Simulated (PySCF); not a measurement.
disulfane (H2S2), SMILES SS. Atoms are numbered in the order given.

```xyz
4

S      1.0207     0.0678     0.0551
S     -1.0207    -0.0678     0.0551
H      1.2846    -0.8625    -0.8821
H     -1.2846     0.8625    -0.8821
```
Charge 0, spin multiplicity 1.

The structure is a stationary point at PBE0-D3(BJ)/def2-TZVP.

The numbers are results of SMD-ωB97X/def2-SVP run with PySCF, not measurements.

Solvation free energies are E(SMD) − E(gas) at the gas-phase geometry, for 1 M in both phases. In vacuum the dipole moment is 1.51 D.

Computed solvation free energies in water, tetrahydrofuran, n-hexane:
| solvent | ΔG(solv) (kcal/mol) | its non-electrostatic (CDS) part | dipole (D) |
|---|---|---|---|
| water | -2.0 | 0.7 | 1.89 |
| tetrahydrofuran | -4.1 | -1.9 | 1.81 |
| n-hexane | -3.2 | -2.3 | 1.63 |
